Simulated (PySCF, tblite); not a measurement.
Isomers of C8H10O. All values are computed: GFN2-xTB (tblite) harmonic vibrations without scaling, gas phase. The method is semi-empirical: single wavenumbers can be off by several per cent or more. One conformer each.

Electronic energies: PBE0/pcSseg-1 single points on the GFN2-xTB geometries (PySCF, gas phase).

```csv
SMILES,"electronic energy, lowest = 0 (kcal/mol)"
C=C=C(C=O)[C@@H](C)C=C,48.9
CC#CC1=COCCC1,38.8
COCc1ccccc1,0.0
```

Q: How do GFN2-xTB zero-point energies change the relative energies?

A: 
| SMILES | ZPE (kcal/mol) | of it from modes above 1550 cm⁻¹ | electronic (kcal/mol) | with ZPE, lowest = 0 (kcal/mol) | lowest mode (cm⁻¹) | rings |
| --- | --- | --- | --- | --- | --- | --- |
| COCc1ccccc1 | 98.1 | 47.5 | 0.0 | 0.0 | 27 | 1 |
| CC#CC1=COCCC1 | 97.8 | 48.5 | 38.8 | 38.5 | 12i | 1 |
| C=C=C(C=O)[C@@H](C)C=C | 94.8 | 51.1 | 48.9 | 45.5 | 7i | 0 |

The zero-point energies span 3.3 kcal/mol, from `C=C=C(C=O)[C@@H](C)C=C` to `COCc1ccccc1`. Slightly imaginary modes are left out of the zero-point energy: `CC#CC1=COCCC1` 12.2i cm⁻¹ and `C=C=C(C=O)[C@@H](C)C=C` 6.5i cm⁻¹. The order is unchanged.

Q: And how do the electronic energies of GFN2-xTB itself compare?

A: `COCc1ccccc1` 0.0; `CC#CC1=COCCC1` 25.0; `C=C=C(C=O)[C@@H](C)C=C` 58.7 kcal/mol, lowest = 0. Against the energies above, taken from the same isomer `COCc1ccccc1`, the largest difference is 13.8 kcal/mol.
